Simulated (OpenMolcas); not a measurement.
**Co2+ in LiF**

Co2+ with its 6 nearest fluoride ions at 2.041 Å, on the Li site of LiF (a = 4.028 Å, distance in the model lattice 2.014 Å). The rest of the host is ab initio model potentials to 7.6 Å and point charges beyond; the distance is set by hand and nothing relaxes, and no local charge compensation is placed. Ligand basis ANO-RCC-VDZP.

```json
{
 "Program": "OpenMolcas",
 "Method": "CASSCF",
 "Basis": "ANO-RCC-VDZP [5s4p2d1f]",
 "Scalar Hamiltonian": "DKH2, point nucleus",
 "Active space": "7 electrons in 5 orbitals (3d)",
 "State averaging": "2S+1 = 4 even, 10 roots; 2S+1 = 2 even, 40 roots",
 "Spin-orbit coupling": "RASSI with atomic mean-field integrals over the reference wave functions"
}
```

The lowest spin-free states (labels of O, the rotations of Oh), above the lowest:

```tsv
State	Degeneracy	E (cm-1)	Free-ion L (%)
4T1	3	0.0	F (97)
4T2	3	7405	F (100)
2E	2	13703	G (59)
4A2	1	16098	F (100)
2T1	3	19856	G (70)
2T2	3	20228	G (81)
4T1	3	24264	P (97)
2A1	1	25421	G (100)
2T1	3	25797	P (67)
2T2	3	29156	H (65)
2T1	3	30072	H (77)
2E	2	32221	H (63)
2T2	3	35618	D (68)
2T1	3	36498	H (63)
2E	2	36694	D (45)
2T2	3	47001	F (94)
2T1	3	48532	F (90)
2A2	1	49216	F (100)
2E	2	72566	D (100)
2T2	3	72844	D (94)
```

The lowest levels with spin-orbit coupling:

| E (cm-1) | Degeneracy | Label | 2S+1 | g |
| --- | --- | --- | --- | --- |
| 0.0 | 2 | Γ6 | 4 | 4.42 4.42 4.42 |
| 358.4 | 4 | Γ8 | 4 |  |
| 946.6 | 4 | Γ8 | 4 |  |
| 1035 | 2 | Γ7 | 4 | 0.90 0.90 0.90 |
| 7943 | 2 | Γ6 | 4 | 2.48 2.48 2.48 |
| 7989 | 4 | Γ8 | 4 |  |
| 8098 | 4 | Γ8 | 4 |  |
| 8290 | 2 | Γ7 | 4 | 2.83 2.83 2.83 |
| 14349 | 4 | Γ8 | 2 |  |
| 16783 | 4 | Γ8 | 4 |  |
| 20231 | 4 | Γ8 | 2 |  |
| 20785 | 2 | Γ6 | 2 | 0.91 0.91 0.91 |
| 20946 | 4 | Γ8 | 2 |  |
| 21202 | 2 | Γ7 | 2 | 1.32 1.32 1.32 |
| 24644 | 4 | Γ8 | 4 (79 %) |  |
| 24661 | 2 | Γ7 | 4 | 2.58 2.58 2.58 |
| 24668 | 4 | Γ8 | 4 |  |
| 25171 | 2 | Γ6 | 4 (89 %) | 2.55 2.55 2.55 |
| 25910 | 2 | Γ6 | 2 | 2.00 2.00 2.00 |
| 26684 | 4 | Γ8 | 2 (79 %) |  |

Powder χT (cm3 K/mol): 1.85 at 2 K, 1.93 at 10 K, 2.33 at 50 K, 2.79 at 100 K, 3.35 at 200 K, 3.52 at 300 K. The effective moment at 300 K is 2.828 √(χT) = 5.30 μB.

The lowest level has 2S+1 = 4, for which the spin-only value is χT = S(S+1) / 2 = 1.875 cm3 K/mol (g = 2). The computed 3.516 at 300 K differs by +1.641, through orbital momentum, spin-orbit coupling and any other state in reach. With a threefold ground state the orbital momentum is unquenched, so the spin-only value is not expected to hold.

Metal share of the active 3d orbitals (Löwdin): 94, 94, 98, 98, 98 %; Mulliken charge of the metal 1.41.

A least-squares ligand-field fit to the states below 45000 cm-1, each weighted by its degeneracy and with a free common offset, gives 10Dq = 8366 cm-1, B = 1203 cm-1 and C = 4436 cm-1 (C/B = 3.69), with an rms deviation of 115 cm-1.

The same method and metal basis give the free ion B = 1230 cm-1 (fit to its terms below 60000 cm-1, rms deviation 20 cm-1), so the nephelauxetic ratio is β = 1203 / 1230 = 0.98; it hangs on how both fits weigh the states, and computed free-ion B values tend to be too large, so β mixes covalency with correlation.

An orbital triplet at a regular site is open to Jahn-Teller coupling, which can distort the site and quench the lowest spin-orbit gaps and is left out. Without dynamic correlation the repulsion within the d shell is too large (B by tens of per cent), so at a given field states of lower spin stand too high. Ligand-to-metal charge-transfer states are missing. With no ligand orbital active B as a rule stays too high, so bands that hang on it stand too high and its fall with covalency is understated. With metal d orbitals alone and no dynamic correlation 10Dq can be off by a tenth to a fifth, either way, in oxide and fluoride hosts. No measured value stands beside these numbers; the geometry was set by hand and not optimised.

The RASSCF and RASSI steps took 27 s on 1 thread of Arm Neoverse N1, on a shared host; the integral step is not counted.
